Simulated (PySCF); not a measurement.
H12MgO6, charge +2, singlet, geometry from GFN2-xTB (such geometries of metal compounds can be far from the true shape); HF/STO-3G (PySCF).

PySCF was given this input:
```python
from pyscf import gto, scf

mol = gto.Mole()
mol.atom = '''
    Mg   -0.00000000    0.00000000    0.00000000
    O    -0.67410002    1.61759197   -0.90674974
    H    -1.47643835    1.68900628   -1.43316959
    H    -0.26435890    2.48826645   -0.90842274
    O     1.54915358    1.02153103    0.67067670
    H     1.60152104    1.50787032    1.49934817
    H     2.39901627    1.13013345    0.23260869
    O     1.01927525   -0.48278389   -1.61901432
    H     1.57980187   -1.25618434   -1.73574607
    H     1.05237658    0.00944227   -2.44519975
    O    -1.01927525    0.48278389    1.61901432
    H    -1.57980187    1.25618434    1.73574607
    H    -1.05237658   -0.00944227    2.44519975
    O    -1.54915358   -1.02153103   -0.67067670
    H    -1.60152104   -1.50787032   -1.49934817
    H    -2.39901627   -1.13013345   -0.23260869
    O     0.67410002   -1.61759197    0.90674974
    H     0.26435890   -2.48826645    0.90842274
    H     1.47643835   -1.68900628    1.43316959
'''
mol.basis = 'sto-3g'
mol.charge = 2
mol.verbose = 4
mol.build()

mf = scf.RHF(mol)
mf.kernel()
```

It wrote (shortened):

```
PySCF version 2.14.0

[INPUT] verbose = 4
[INPUT] num. atoms = 19
[INPUT] num. electrons = 70
[INPUT] charge = 2
[INPUT] spin (= nelec alpha-beta = 2S) = 0
[INPUT] symmetry False subgroup None
[INPUT] Mole.unit = angstrom
[INPUT] Symbol           X                Y                Z      unit          X                Y                Z       unit  Magmom
[INPUT]  1 Mg     0.000000000000   0.000000000000   0.000000000000 AA    0.000000000000   0.000000000000   0.000000000000 Bohr   0.0
[INPUT]  2 O     -0.674100020000   1.617591970000  -0.906749740000 AA   -1.273864418364   3.056805804596  -1.713508672121 Bohr   0.0
[INPUT]  3 H     -1.476438350000   1.689006280000  -1.433169590000 AA   -2.790064121305   3.191759291870  -2.708298015155 Bohr   0.0
[INPUT]  4 H     -0.264358900000   2.488266450000  -0.908422740000 AA   -0.499565919591   4.702142115444  -1.716670183927 Bohr   0.0
[INPUT]  5 O      1.549153580000   1.021531030000   0.670676700000 AA    2.927475991089   1.930413874445   1.267395281127 Bohr   0.0
[INPUT]  6 H      1.601521040000   1.507870320000   1.499348170000 AA    3.026436148329   2.849461936160   2.833357406668 Bohr   0.0
[INPUT]  7 H      2.399016270000   1.130133450000   0.232608690000 AA    4.533483718676   2.135642704710   0.439566718294 Bohr   0.0
[INPUT]  8 O      1.019275250000  -0.482783890000  -1.619014320000 AA    1.926151068048  -0.912329329452  -3.059493656549 Bohr   0.0
[INPUT]  9 H      1.579801870000  -1.256184340000  -1.735746070000 AA    2.985392865376  -2.373844364568  -3.280084694090 Bohr   0.0
[INPUT] 10 H      1.052376580000   0.009442270000  -2.445199750000 AA    1.988703516106   0.017843304294  -4.620757847355 Bohr   0.0
[INPUT] 11 O     -1.019275250000   0.482783890000   1.619014320000 AA   -1.926151068048   0.912329329452   3.059493656549 Bohr   0.0
[INPUT] 12 H     -1.579801870000   1.256184340000   1.735746070000 AA   -2.985392865376   2.373844364568   3.280084694090 Bohr   0.0
[INPUT] 13 H     -1.052376580000  -0.009442270000   2.445199750000 AA   -1.988703516106  -0.017843304294   4.620757847355 Bohr   0.0
[INPUT] 14 O     -1.549153580000  -1.021531030000  -0.670676700000 AA   -2.927475991089  -1.930413874445  -1.267395281127 Bohr   0.0
[INPUT] 15 H     -1.601521040000  -1.507870320000  -1.499348170000 AA   -3.026436148329  -2.849461936160  -2.833357406668 Bohr   0.0
[INPUT] 16 H     -2.399016270000  -1.130133450000  -0.232608690000 AA   -4.533483718676  -2.135642704710  -0.439566718294 Bohr   0.0
[INPUT] 17 O      0.674100020000  -1.617591970000   0.906749740000 AA    1.273864418364  -3.056805804596   1.713508672121 Bohr   0.0
[INPUT] 18 H      0.264358900000  -2.488266450000   0.908422740000 AA    0.499565919591  -4.702142115444   1.716670183927 Bohr   0.0
[INPUT] 19 H      1.476438350000  -1.689006280000   1.433169590000 AA    2.790064121305  -3.191759291870   2.708298015155 Bohr   0.0

nuclear repulsion = 490.856884397463
number of shells = 35
number of NR pGTOs = 153
number of NR cGTOs = 51
basis = sto-3g
ecp = {}

******** <class 'pyscf.scf.hf.RHF'> ********
method = RHF
initial guess = minao
damping factor = 0
level_shift factor = 0
DIIS = <class 'pyscf.scf.diis.CDIIS'>
diis_start_cycle = 1
diis_space = 8
diis_damp = 0
SCF conv_tol = 1e-09
SCF conv_tol_grad = None
SCF max_cycles = 50
direct_scf = True
direct_scf_tol = 1e-13
Set gradient conv threshold to 3.16228e-05
Initial guess from minao.
init E= -647.829051118808
  HOMO = -0.571550532883649  LUMO = 0.0823965827891557  gap/eV = 17.79481
cycle= 1 E= -646.849351966512  delta_E= 0.98  |g|= 0.757  |ddm|= 4.49
  HOMO = -0.651150635379576  LUMO = 0.198157298357865  gap/eV = 23.11085
cycle= 2 E= -647.044180687591  delta_E= -0.195  |g|= 0.131  |ddm|=  1.1
  HOMO = -0.776979201767457  LUMO = 0.131490973859886  gap/eV = 24.72073
cycle= 3 E= -647.049221985932  delta_E= -0.00504  |g|= 0.0204  |ddm|= 0.158
  HOMO = -0.776667949040033  LUMO = 0.129368977638359  gap/eV = 24.65452
cycle= 4 E= -647.049397862991  delta_E= -0.000176  |g|= 0.00208  |ddm|= 0.0352
  HOMO = -0.776447261626281  LUMO = 0.129629775209575  gap/eV = 24.65561
cycle= 5 E= -647.049400035878  delta_E= -2.17e-06  |g|= 0.000631  |ddm|= 0.00346
  HOMO = -0.77641909298177  LUMO = 0.129661473440754  gap/eV = 24.65571
cycle= 6 E= -647.049400300769  delta_E= -2.65e-07  |g|= 9.28e-05  |ddm|= 0.00163
  HOMO = -0.776409275774335  LUMO = 0.129673327464359  gap/eV = 24.65576
cycle= 7 E= -647.049400305853  delta_E= -5.08e-09  |g|= 6.52e-06  |ddm|= 0.000251
  HOMO = -0.776409115273368  LUMO = 0.129672955575426  gap/eV = 24.65575
cycle= 8 E= -647.049400305869  delta_E= -1.59e-11  |g|= 5.81e-07  |ddm|= 1.47e-05
  HOMO = -0.776409013079653  LUMO = 0.129673145248796  gap/eV = 24.65575
Extra cycle  E= -647.049400305871  delta_E= -2.5e-12  |g|= 1.2e-07  |ddm|= 8.39e-07
converged SCF energy = -647.049400305871
```
